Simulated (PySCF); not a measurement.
Compound: C₅H₁₀N₂Si.
Bonds: C1–C2 (double), C2–C3, C3–N4, N4–C5, C5–Si6, Si6–C7, C7–N8 (triple). Hydrogens: H9, H10 on C1; H11 on C2; H12, H13 on C3; H14 on N4; H15, H16 on C5; H17, H18 on Si6.

Method: TDDFT PBE0/def2-SVPD, vertical, gas phase, core orbitals frozen in the response in PySCF 2.14.0, density-fitted response routines. Geometry: GFN2-xTB, one conformer, isolated molecule. Torsions of this conformer, `[CH2:1]=[CH:2][CH2:3][NH:4][CH2:5][SiH2:6][C:7]#[N:8]`: C1–C2–C3–N4 -131°, C2–C3–N4–C5 180°, C3–N4–C5–Si6 -64°, N4–C5–Si6–C7 75°.

Question: List the vertical singlet excitations with oscillator strengths and describe the spectrum.

Answer: 

```json
{"state": "S1", "E (eV)": "5.10", "E (kJ/mol)": "492", "λ (nm)": "243.1", "f": "0.051", "|μ| (D)": "1.62", "main configurations (H = HOMO, L = LUMO)": "H→L (96%)"}
{"state": "S2", "E (eV)": "5.26", "E (kJ/mol)": "507", "λ (nm)": "235.9", "f": "0.0031", "|μ| (D)": "0.39", "main configurations (H = HOMO, L = LUMO)": "H→L+1 (98%)"}
{"state": "S3", "E (eV)": "5.56", "E (kJ/mol)": "536", "λ (nm)": "223.1", "f": "0.020", "|μ| (D)": "0.98", "main configurations (H = HOMO, L = LUMO)": "H→L+2 (98%)"}
{"state": "S4", "E (eV)": "6.04", "E (kJ/mol)": "583", "λ (nm)": "205.4", "f": "0.0019", "|μ| (D)": "0.29", "main configurations (H = HOMO, L = LUMO)": "H→L+3 (84%), H→L+4 (14%)"}
{"state": "S5", "E (eV)": "6.20", "E (kJ/mol)": "598", "λ (nm)": "199.9", "f": "0.056", "|μ| (D)": "1.55", "main configurations (H = HOMO, L = LUMO)": "H→L+4 (77%), H→L+3 (10%), H→L+5 (9%)"}
{"state": "S6", "E (eV)": "6.50", "E (kJ/mol)": "627", "λ (nm)": "190.8", "f": "0.0048", "|μ| (D)": "0.44", "main configurations (H = HOMO, L = LUMO)": "H-1→L (97%)"}
{"state": "S7", "E (eV)": "6.62", "E (kJ/mol)": "639", "λ (nm)": "187.2", "f": "0.012", "|μ| (D)": "0.70", "main configurations (H = HOMO, L = LUMO)": "H→L+5 (75%)"}
{"state": "S8", "E (eV)": "6.75", "E (kJ/mol)": "651", "λ (nm)": "183.6", "f": "0.0020", "|μ| (D)": "0.28", "main configurations (H = HOMO, L = LUMO)": "H-1→L+1 (97%)"}
```

Triplets (Tamm–Dancoff): T1 4.46 eV, H-1→L+2 (88%); T2 4.75 eV, H→L (94%); T3 5.12 eV, H→L+1 (94%).

The lowest singlet lies at 5.10 eV (243 nm, ultraviolet) and is of moderate strength; its leading configuration is HOMO→LUMO (96%). The most intense listed level is S5 at 6.20 eV (200 nm, f = 0.056), 1.10 eV above S1. Löwdin shares by element: HOMO nitrogen 53% or more, carbon 20% or more, silicon 7% (atoms not listed hold the other 20%); LUMO carbon 31% or more, silicon 24%, nitrogen 21% or more (atoms not listed hold the other 23%). The oscillator strengths of these states sum to 0.151; summed over the whole spectrum of an exact calculation they would give the number of electrons, 68 (Thomas–Reiche–Kuhn). The listed states span 1.65 eV, and the widest gap between neighbours is 0.48 eV (S3 to S4). Of the 8 states listed, 4 reach f = 0.01 and none stays under 0.0005. Singlets were solved by full linear response, triplets in the Tamm–Dancoff approximation.
